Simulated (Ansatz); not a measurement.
Program: Ansatz 0.2.0.

A structure relaxed at PBE0-D4/def2-TZVP, charge 0, multiplicity 1:

```
atom   x (Å)   y (Å)   z (Å)
  F1   2.512   0.825   1.281
 Al2   1.009   1.189   0.718
 Cl3   0.328   3.160   0.893
  O4  -0.194   0.039   1.434
  C5  -0.873  -0.811   0.781
  C6  -0.803  -1.022  -0.590
  C7   0.066  -0.295  -1.393
  O8   0.853   0.616  -0.993
  H9  -1.562  -1.418   1.374
 H10  -1.431  -1.777  -1.040
 H11   0.095  -0.506  -2.465
```

Task: Give its formula and SMILES.

Result: C3H3AlClFO2, `[F][Al-]1([Cl])[O]C=CC=[O+]1`.

Task: Point group (tolerance 0.08 Å, 0.16 Å for H)?

Result: Cs.

Task: Summarise the bond lengths by kind.

Result: 1 × Al–F 1.646 Å; 1 × Al–Cl 2.093 Å; 2 × Al–O 1.811 Å; 2 × C–O 1.269 Å; 2 × C–C 1.388 Å; 3 × C–H 1.080 to 1.093 Å.
